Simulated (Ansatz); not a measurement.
Input for Ansatz (a program for electronic structure): R-wB97M-V/def2-TZVPP on ZnSe, 2S+1 = 1, a spin state set in the input, which need not be the lowest, a point of a bond scan (R = 2.187 Å).

Ansatz 0.2 input:
```yaml
crystal:
  periodic: [false, false, false]
  atoms:
    - {symbol: Zn, position_ang: [0.00000000, 0.00000000, 0.00000000]}
    - {symbol: Se, position_ang: [0.00000000, 0.00000000, 2.18711200]}
basis:
  gaussian:
    orbitals: def2-TZVPP
    pivot_positions_ang: [[0.00000000, 0.00000000, 0.00000000], [0.00000000, 0.00000000, 2.18711200]]
hamiltonian:
  xc: {name: wB97M-V}
output: {forces: true, orbitals: {seedname: ./end}}
```

It printed:

```
WARN ansatz: RAYON_NUM_THREADS=2 ignored (pool sized by the plan → 2); use --threads N
Functional definition: wB97M-V
integrals: 0.06 GiB planned
931 factors; their error is unknown
integrals: 0.09 GiB planned
136 factors; integrals over basis functions are off by at most 3.9e-5 eV
mean field: 0.60 GiB planned
mean field evaluation 1: about -113759.5686 eV, gradient 3.4e1 eV
mean field evaluation 2: about -113757.8776 eV, gradient 5.8e1 eV
mean field evaluation 4: about -113762.1989 eV, gradient 1.5e0 eV
mean field evaluation 8: about -113762.4929 eV, gradient 2.4e-1 eV
mean field evaluation 16: about -113762.4930 eV, gradient 1.3e-5 eV
mean field -113762.49295358 eV, -4180.6945050568 hartree, gradient 1.3e-5 eV, S^2 0.000000; 0 other end points of the search recorded, 0 dependent functions left out
the calculation of the forces begins
reference -113762.49298944 eV, -4180.6945063744 hartree; 32, 32 occupied and 80, 80 virtual orbitals, 931 factors
Total energy: -113762.49298944 eV, -4180.6945063744 hartree
Atom 0 at     0.000000     0.000000     0.000000 Å, force    -0.000000     0.000000     0.130500 eV/Å
Atom 1 at     0.000000     0.000000     2.187112 Å, force    -0.000000    -0.000000    -0.130500 eV/Å
Dipole moment:    -0.000000     0.000000    -1.132763 e Å
```

The run converged.

Cost: around 5 core-seconds (rough).
